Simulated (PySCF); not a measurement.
Compound: C₆H₁₃NP (charge +1).
Bonds: C1–N2, N2–P3, P3–C4, P3–C5, C5–C6, C6–C7 (double), C7–C8, P3–C8. Hydrogens: H9, H10, H11 on C1; H12 on N2; H13, H14, H15 on C4; H16, H17 on C5; H18 on C6; H19 on C7; H20, H21 on C8.

The same species was optimised twice, with GFN2-xTB and with PBE0-D3(BJ)/def2-SVP (PySCF), and the same property calculations (PySCF, gas phase) were run on both structures.

| coordinate | GFN2-xTB | PBE0-D3(BJ)/def2-SVP | change |
| --- | --- | --- | --- |
| C6=C7 (Å) | 1.321 | 1.339 | +0.018 |
| P3–C8 (Å) | 1.841 | 1.826 | -0.015 |
| P3–C4 (Å) | 1.804 | 1.790 | -0.014 |
| P3–C5 (Å) | 1.821 | 1.815 | -0.006 |
| C1–N2 (Å) | 1.464 | 1.459 | -0.005 |
| N2–P3 (Å) | 1.649 | 1.652 | +0.003 |
| C5–C6 (Å) | 1.506 | 1.508 | +0.002 |
| C7–C8 (Å) | 1.505 | 1.507 | +0.002 |
| N2–P3–C8 (°) | 118.2 | 115.3 | -2.9 |
| C4–P3–C5 (°) | 113.7 | 115.7 | +2.0 |
| C4–P3–C8 (°) | 111.0 | 112.6 | +1.6 |
| P3–C5–C6 (°) | 103.4 | 102.2 | -1.2 |
| C1–N2–P3 (°) | 122.4 | 123.5 | +1.1 |
| P3–C8–C7 (°) | 102.9 | 101.9 | -1.0 |
| C6–C7–C8 (°) | 118.3 | 117.3 | -1.0 |
| C5–C6–C7 (°) | 118.2 | 117.3 | -0.9 |
| C1–N2–P3–C4 (°) | -53 | -54 | -1 |

Rotational constants: A = 2870, B = 1242, C = 1203 MHz (GFN2-xTB) against A = 2653, B = 1331, C = 1233 MHz (PBE0-D3(BJ)/def2-SVP). Point groups within 0.08 Å: C1 and C1.

On the GFN2-xTB structure: HOMO (eV) -11.68 [PBE0/pcSseg-1]; LUMO (eV) -3.75 [PBE0/pcSseg-1]; GIAO shielding of C1 (ppm) 156.1 [PBE0/pcSseg-1]; GIAO shielding of N2 (ppm) 225.1 [PBE0/pcSseg-1]; GIAO shielding of P3 (ppm) 251.8 [PBE0/pcSseg-1]; GIAO shielding of C4 (ppm) 176.0 [PBE0/pcSseg-1]; GIAO shielding of C5/C8 (mean) (ppm) 149.8 [PBE0/pcSseg-1]; GIAO shielding of C6/C7 (mean) (ppm) 52.5 [PBE0/pcSseg-1].

Q: What do these properties become on the PBE0-D3(BJ)/def2-SVP structure?

A: 
| property | level | on GFN2-xTB | on PBE0-D3(BJ)/def2-SVP | change |
| --- | --- | --- | --- | --- |
| HOMO (eV) | PBE0/pcSseg-1 | -11.68 | -11.68 | 0.00 |
| LUMO (eV) | PBE0/pcSseg-1 | -3.75 | -4.13 | -0.38 |
| energy, GFN2-xTB geometry as zero (kcal/mol) | PBE0/pcSseg-1 | 0.0 | -0.8 | -0.8 |
| GIAO shielding of C1 (ppm) | PBE0/pcSseg-1 | 156.1 | 156.2 | +0.1 |
| GIAO shielding of N2 (ppm) | PBE0/pcSseg-1 | 225.1 | 230.7 | +5.6 |
| GIAO shielding of P3 (ppm) | PBE0/pcSseg-1 | 251.8 | 251.6 | -0.2 |
| GIAO shielding of C4 (ppm) | PBE0/pcSseg-1 | 176.0 | 177.0 | +1.0 |
| GIAO shielding of C5/C8 (mean) (ppm) | PBE0/pcSseg-1 | 149.8 | 151.6 | +1.8 |
| GIAO shielding of C6/C7 (mean) (ppm) | PBE0/pcSseg-1 | 52.5 | 48.2 | -4.3 |

The heavy atoms differ by 0.187 Å rms after alignment. Among bonds between heavy atoms C6=C7 changes most (+0.018 Å). Changes are differences of the printed values. Neither structure is proved a minimum here. Isolated species at its PBE0-D3(BJ)/def2-SVP geometry (one conformer only).
